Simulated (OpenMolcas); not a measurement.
Au3+ among 6 point charges of -1.7 e arranged as an octahedron (Oh), 1.88 Å from the ion.
```
   1.8800    0.0000    0.0000  -1.70
   0.0000    1.8800    0.0000  -1.70
  -1.8800    0.0000    0.0000  -1.70
   0.0000   -1.8800    0.0000  -1.70
   0.0000    0.0000    1.8800  -1.70
   0.0000    0.0000   -1.8800  -1.70
```

```json
{
  "Program": "OpenMolcas 26.06",
  "Method": "CASSCF",
  "Basis": "ANO-RCC-VDZP [7s6p4d2f]",
  "Scalar Hamiltonian": "DKH2, point nucleus",
  "Active space": "8 electrons in 5 orbitals (5d)",
  "State averaging": "2S+1 = 3 even, 10 roots; 2S+1 = 1 even, 15 roots",
  "Spin-orbit coupling": "state interaction with AMFI integrals over the reference wave functions"
}
```

(1) What is the spin-free ground state (labels of O, the rotations of Oh)?

(2) Where is the first state of the same spin?

(3) What are the lowest two levels with spin-orbit coupling?

(4) What is χT at 300 K, and how does it compare with the textbook value?

(5) Which ligand-field parameters describe the states?

## Answers

(1) 3A2, 1-fold in its orbital part, 100 % from free-ion F terms; it has the highest spin that d8 allows.

(2) 3T2 at 11100 cm-1 above the ground state.

(3) A 3-fold level T2, then a 2-fold level E 7802 cm-1 above it. Their leading multiplicities are 3 (97 %) and 3 (82 %).

(4) The lowest level has 2S+1 = 3, for which the spin-only value is χT = S(S+1) / 2 = 1.000 cm3 K/mol (g = 2). The computed 2.339 at 300 K differs by +1.339, through orbital momentum, spin-orbit coupling and any other state in reach.

(5) A least-squares ligand-field fit to the states below 45000 cm-1, each weighted by its degeneracy and with a free common offset, gives 10Dq = 10640 cm-1, B = 940 cm-1 and C = 3714 cm-1 (C/B = 3.95), with an rms deviation of 151 cm-1. 

Without dynamic correlation the repulsion within the d shell is too large (B by tens of per cent), so at a given field states of lower spin stand too high. Real 4d8 and 5d8 ions are as a rule square planar and diamagnetic. This field is weak: 10Dq is about 10640 cm-1, while octahedral complexes of 5d ions of charge 3 and more, computed by the same method with explicit ligands, had a median near 35000 cm-1. Ground spin and moment need not be those of a real site. This is an electrostatic model: the charges have no orbitals. No measured value stands beside these numbers.
